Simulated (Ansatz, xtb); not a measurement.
## Relaxing a trial structure of ClH3Si3+

The starting geometry of this gas-phase doublet was built from a drawn formula by distance geometry and a force field; its bonds are those of `Cl[Si]1[SiH+][SiH2]1`.

```yaml
atoms:
  - { symbol: Cl, position_ang: [-0.9409, -3.0385, -2.3172] }
  - { symbol: Si, position_ang: [-0.5004, -1.4614, -1.0893] }
  - { symbol: Si, position_ang: [-2.4702, -0.3423, -0.6507] }
  - { symbol: Si, position_ang: [-1.5454, -1.6858, 0.9143] }
  - { symbol: H, position_ang: [-2.1370, 1.1330, -0.3934] }
  - { symbol: H, position_ang: [-0.9192, -0.9775, 2.0450] }
  - { symbol: H, position_ang: [-2.2864, -2.9545, 1.1371] }
```

Task: Predict what it relaxes into with r2SCAN-D4/def2-SVP.

Result: It keeps its bonds, and is `Cl[Si]1[SiH+][SiH2]1`.

The energy falls by 1.13 eV over 18 steps:

```
step  E − E(last) (eV)
   1             1.133
   3             0.331
   5             0.294
   7             0.283
   9             0.233
  10             0.155
  12             0.047
  14             0.004
  16             0.000
  18             0.000
```

Final geometry (Å):

```yaml
atoms:
  - { symbol: Cl, position_ang: [-0.2585, -2.8854, -2.7183] }
  - { symbol: Si, position_ang: [-1.0615, -1.8608, -1.1903] }
  - { symbol: Si, position_ang: [-2.0813, -0.0352, -0.4798] }
  - { symbol: Si, position_ang: [-1.5686, -1.7534, 1.0837] }
  - { symbol: H, position_ang: [-2.6785, 1.3117, -0.7153] }
  - { symbol: H, position_ang: [-0.4643, -1.5179, 2.0561] }
  - { symbol: H, position_ang: [-2.6868, -2.5861, 1.6097] }
```

From the same start GFN2-xTB ends elsewhere, differing in Si2–Si4 (3.47 against 2.33 Å here).

The end wasn't checked by frequencies. Open shells are spin-unrestricted. Run with Ansatz 0.2.0, 2.4 min on 2 threads of AMD EPYC 7R43 64-Core Processor (Zen 3), with other jobs on the host.
